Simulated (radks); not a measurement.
The numbers below are computed, except where a source is named.
Task: Ionisation of B, [He] 2s2 2p1, to B+, [He] 2s2, under several functionals. Dirac Kohn-Sham, spin-unpolarised, spherical densities, point nucleus; open shells fill j = l - 1/2 first; a radial shooting solver on a logarithmic mesh with Libxc functionals. Known Delta-SCF values: LDA (Slater exchange, Perdew-Wang correlation) 8.324 eV; LDA (Slater exchange, Perdew-Zunger correlation) 8.329 eV. What does revPBE give, and what is its highest occupied eigenvalue?

Result: 8.172 eV by Delta-SCF; the 2p1/2 eigenvalue is -3.569 eV. NIST: 8.298 eV (measured).

Beside tabulated values, note that spin-unpolarised runs miss the spin-polarisation part of the exchange energy of open shells.
